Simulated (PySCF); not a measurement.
Ge(OH)2(SH)2 (GeH4O2S2), SMILES [SH][Ge]([OH])([OH])[SH]. Atoms are numbered in the order given.

```xyz
9

O      0.3059    -1.4338    -1.2276
Ge     0.0000     0.0000    -0.2344
O     -0.3059     1.4338    -1.2276
S     -1.8654    -0.1610     0.9304
S      1.8654     0.1610     0.9304
H     -0.5050    -1.7805    -1.6190
H      0.5050     1.7805    -1.6190
H     -2.3677     0.9273     0.3047
H      2.3677    -0.9273     0.3047
```
Charge 0, spin multiplicity 1.

The structure is a stationary point at PBE0-D3(BJ)/def2-SVP. This is a generated structure with no PubChem entry under its InChIKey; it may be hypothetical. Other conformers were not sampled.

All values below come from PySCF with CAM-B3LYP/def2-TZVP.

Symmetry labels are those of the subgroup C2 that the program uses (full group C2).

Computed valence orbital energies around the gap with their symmetry:
```tsv
orbital	symmetry	energy (eV)
HOMO−7	A	-12.72
HOMO−6	B	-12.23
HOMO−5	A	-11.99
HOMO−4	A	-10.77
HOMO−3	B	-10.74
HOMO−2	B	-10.58
HOMO−1	A	-9.36
HOMO	B	-8.99
LUMO	A	0.39
LUMO+1	B	1.19
LUMO+2	A	1.38
LUMO+3	A	1.79
```
